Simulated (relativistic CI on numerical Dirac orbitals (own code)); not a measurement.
# Mo²⁺: resonant inelastic scattering at the M2,3 edge

Computed with this model: Dirac-Coulomb-Breit CI, orbitals from a KLI potential per configuration, model QED (radiative potential, 1s self-energy scaled to tabulated hydrogen-like ionisation energies), Kramers-Heisenberg scattering through one core-hole configuration in a parametric crystal field, unscaled Slater integrals; configurations [Kr] 4d4 → [Ne] 3s2 3p5 3d10 4s2 4p6 4d5; 80 K; core-hole width 2 eV; summed over polarisations. Incident energies are the highest absorption maxima for each field (at most a few, so the weaker spin-orbit partner edge can be absent), on the computed scale of the free ion. Intensities are in per cent of the strongest line above 0.02 eV; levels within 1 cm⁻¹ are merged; final levels count from the ground level, the first row holds all elastic scattering, lines under 0.4 are left out and each table stops after 24 rows. The scale of the Slater integrals is a model choice and moves the terms in proportion.

Field parameters in Wybourne normalisation: Oh B⁴₀ = 21Dq, B⁴₄ = √(5/14) B⁴₀. The field is a parameter set, without covalency.

S is read from ⟨S²⟩ = S(S + 1).

Oh, 10Dq = 4700 cm⁻¹:

```csv
Final level (eV),Degeneracy,Irrep,S,398.4 eV,416.7 eV
0.000,1,A1,1.99,3088.2,284.3
0.008,3,T1,2.00,80.4,29.6
0.017,2,E,2.00,132.9,18.9
0.022,3,T2,2.00,100.0,17.3
0.028,1,A2,2.00,15.3,3.0
0.569,3,T2,2.00,94.7,4.5
0.574,3,T1,2.00,39.4,8.3
0.580,1,A1,1.99,23.6,9.9
0.632,3,T1,2.00,12.4,6.0
0.634,2,E,1.99,13.3,5.0
0.668,3,T2,1.99,9.8,10.1
1.498,1,A1,1.00,67.9,18.7
1.537,3,T1,1.00,65.7,29.5
1.558,3,T2,0.99,22.2,18.5
1.565,2,E,1.00,10.4,7.9
1.929,3,T2,0.99,13.0,16.5
1.931,3,T1,1.00,5.6,3.4
1.958,1,A1,1.00,27.5,5.4
2.007,3,T1,1.00,70.2,23.2
2.052,2,E,0.98,12.5,6.8
2.089,3,T1,1.00,14.3,8.8
2.094,3,T2,0.98,26.6,20.2
2.129,2,E,1.00,21.0,11.7
2.136,3,T2,1.00,15.3,8.4
```

Oh, 10Dq = 10650 cm⁻¹:

```tsv
Final level (eV)	Degeneracy	Irrep	S	398.3 eV	416.6 eV
0.000	1	A1	1.98	3156.1	295.5
0.007	3	T1	1.99	36.2	21.2
0.014	2	E	1.99	120.0	19.7
0.019	3	T2	2.00	101.3	19.8
0.024	1	A2	2.00	21.5	4.6
0.841	1	A1	1.02	84.7	19.9
0.881	3	T1	1.01	100.0	39.0
0.930	3	T2	1.00	39.2	30.6
0.936	2	E	1.01	20.2	13.6
1.297	1	A1	1.98	29.0	10.1
1.298	3	T1	1.99	56.1	11.8
1.299	3	T2	1.99	82.9	5.4
1.356	2	E	1.98	19.8	7.1
1.356	3	T1	1.99	22.6	9.6
1.392	3	T2	1.98	12.6	13.2
1.849	3	T2	0.43	9.9	10.3
1.954	3	T1	1.00	14.9	7.8
1.963	2	E	0.45	12.2	5.8
1.981	3	T2	0.91	14.3	15.0
1.989	1	A1	1.02	22.4	2.8
2.029	3	T1	1.01	74.0	19.1
2.116	2	E	0.99	23.9	11.1
2.130	3	T2	0.97	25.2	12.8
2.135	3	T1	1.02	22.1	13.6
```

For the first field the strongest loss at the lowest incident energy is the level at 0.02 eV (S = 2.00, against 1.99 in the thermal ground state). Levels of other spin, the first over 8 % at 1.50 eV, appear because spin-orbit coupling of the core hole, and in heavier ions of the valence shell too, mixes spins.
